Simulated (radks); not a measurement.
The nitrogen anion N-, [He] 2s2 2p4, held by a Watson sphere: a shell of charge +0.99 at radius R that stands for the Madelung well of a crystal (potential energy -0.99/R inside, -0.99/r outside, in hartree with lengths in bohr). Method: scalar-relativistic Kohn-Sham, LDA (Slater exchange, Perdew-Wang correlation), spin-polarised, spherical densities, point nucleus; open shells are filled with parallel spins first; computed with a radial shooting solver on a logarithmic mesh with Libxc functionals. Response by self-consistent Sternheimer equations with the Hartree and adiabatic LDA kernel, the relativistic mass of each level held fixed and spin-orbit coupling left out. The sphere does not respond.

R (bohr),e(2s down) (eV),e(2p up) (eV),e(2p down) (eV),<r> 2p (bohr),sum of <r^2> (bohr^2),X-ray form factor at sin(theta)/lambda = 0.3 1/angstrom,alpha (bohr^3)
1.9,-16.645,-7.968,-5.705,1.684,17.83,3.284,12.98
2.26,-15.819,-7.265,-5.072,1.762,19.05,3.242,15.95
2.34,-15.648,-7.117,-4.936,1.779,19.30,3.236,16.68
2.64,-15.054,-6.589,-4.446,1.841,20.20,3.222,19.70
2.97,-14.480,-6.065,-3.951,1.907,21.11,3.215,23.54
3.25,-14.050,-5.667,-3.570,1.962,21.82,3.212,27.32
